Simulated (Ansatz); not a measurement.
Relaxation of H3InN (5 atoms, charge 0, multiplicity 2), to a largest force component of 0.015 eV/Å in at most 40 steps.

Theory: UKS PBE-D4/def2-SVP in Ansatz.

```xyz
5
Properties=species:S:1:pos:R:3:forces:R:3
N 0.872 -0.844 0.778 1.80 -0.19 0.45
In -0.186 0.495 -0.286 -1.18 0.68 -0.53
H 0.565 -1.790 0.982 -0.71 -0.71 0.28
H -1.717 0.090 -0.981 -0.22 -0.17 -0.25
H 0.466 2.050 -0.493 0.31 0.40 0.05
```

Where does it end, and by what steps?

The forces met the threshold. After 8 steps the energy has fallen by 0.406 eV; H3 moved furthest, 0.55 Å.

| step | energy less start (eV) | largest force component (eV/Å) | accepted |
| --- | --- | --- | --- |
| 0 | 0.0000 | 1.801 | yes |
| 1 | -0.2402 | 1.371 | yes |
| 2 | -0.2480 | 1.425 | yes |
| 3 | -0.3944 | 0.178 | yes |
| 4 | -0.3956 | 0.390 | yes |
| 5 | -0.4019 | 0.105 | yes |
| 6 | -0.4048 | 0.083 | yes |
| 7 | -0.4055 | 0.023 | yes |
| 8 | -0.4056 | 0.002 | yes |

```xyz
5
Properties=species:S:1:pos:R:3
N 0.868 -1.164 0.369
In -0.268 0.456 -0.315
H 0.666 -1.412 1.363
H -1.738 0.087 -1.176
H 0.471 2.032 -0.241
```

Whether the end is a true minimum wasn't checked by a vibrational analysis.

Run time: 22 s on 1 CPU thread of a shared host.
